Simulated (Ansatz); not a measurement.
`[CH3][AlH][NH][SiH2]C`. The species carries charge 0 and has multiplicity 1.

Z-matrix (Å, degrees):
```
C
Al 1 1.949
H 1 1.095 2 111.0
H 1 1.093 2 113.1 3 121.2
H 1 1.095 2 110.8 3 -117.9
N 2 1.786 1 119.7 3 -124.2
H 2 1.585 1 123.4 3 55.6
Si 6 1.728 2 129.4 1 -178.7
H 6 1.013 2 116.2 1 0.1
C 8 1.869 6 113.1 2 -117.0
H 8 1.494 6 110.9 2 121.7
H 8 1.488 6 106.6 2 4.0
H 10 1.093 8 111.0 6 -60.2
H 10 1.093 8 111.0 6 60.0
H 10 1.094 8 110.6 6 -179.8
```

**Question.** Give the diagnostics of a CCSD(T)/def2-TZVPP run (frozen core, Ansatz 0.2.0). (Estimate.)

**Answer.** The calculation gave: T1 = 0.0105, largest single amplitude 0.022, largest double 0.016, (T) share of the correlation energy 3.6 %, 9 CCSD cycles. The RHF solution is stable towards an unrestricted one. T1 lies under the customary mark of 0.02 for closed shells.
